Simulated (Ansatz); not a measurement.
C3H11BN2, SMILES `CC(C)B(N)N` from Hartree–Fock to CCSD(T)

```xyz
17

C     0.514   -1.620   -0.359
C     0.620   -0.212    0.234
C     1.570    0.641   -0.599
B    -0.832    0.418    0.417
N    -1.306    1.406   -0.477
N    -1.653   -0.050    1.471
H     1.499   -2.092   -0.444
H     0.079   -1.586   -1.363
H    -0.119   -2.272    0.247
H     1.057   -0.311    1.238
H     1.681    1.649   -0.191
H     2.567    0.192   -0.652
H     1.215    0.736   -1.631
H    -0.740    1.769   -1.221
H    -2.220    1.819   -0.429
H    -2.595    0.257    1.636
H    -1.340   -0.744    2.124
```

Total charge 0; spin multiplicity 1. The structure was optimised at the PBE0-D4/def2-TZVP level. It is one conformer, not always the lowest. Frozen core, restricted reference, Ansatz.

```
     basis     HF (Eh)  MP2 corr.  CCSD corr.  (T)  CCSD(T) total
  def2-SVP  -253.50674          ?           ?    ?              ?
def2-TZVPP  -253.79206          ?           –    –              –
def2-QZVPP  -253.80446   -1.13128           –    –              –
```

Question: Fill in the withheld values. (Estimate.)

Answer: Computed: def2-SVP MP2 corr.: -0.86176; def2-SVP CCSD corr.: -0.93069; def2-SVP (T): -0.02665; def2-SVP CCSD(T) total: -254.46408; def2-TZVPP MP2 corr.: -1.06131.
